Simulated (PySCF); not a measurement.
## Br²⁴⁺: ionisation energy

Br²⁴⁺ [Ne] 3s1 (2S) → Br²⁵⁺ [Ne] (1S), as a difference of total energies. Calculation: PySCF 2.14, in an even-tempered Gaussian basis (18 s from 2.7 bohr⁻², ratio 2.5; 11 p from 3.5 bohr⁻², ratio 2.5; 5 d from 13 bohr⁻², ratio 2.7; 4 f from 20 bohr⁻², ratio 2.7); scalar relativity by spin-free X2C-1e. Correlated levels: outer shells: 1s2 frozen; virtual orbitals above 40 to 60 times the deepest correlated orbital energy dropped. The calculations carry no spin-orbit coupling.

```
                method  ionisation energy (eV)
                   UHF                  1118.4
                   LDA                  1120.6
                   PBE                  1122.0
                  PBE0                  1121.2
                r2SCAN                  1118.2
                  PW91                  1122.3
                 B3LYP                  1122.0
    MP2 (outer shells)                  1119.1
SCS-MP2 (outer shells)                  1118.9
```

Breit and QED terms and the two-electron picture change are absent.

For comparison: 1119.2 eV (semi-empirical (NIST evaluation); NIST Atomic Spectra Database, ionization energies).
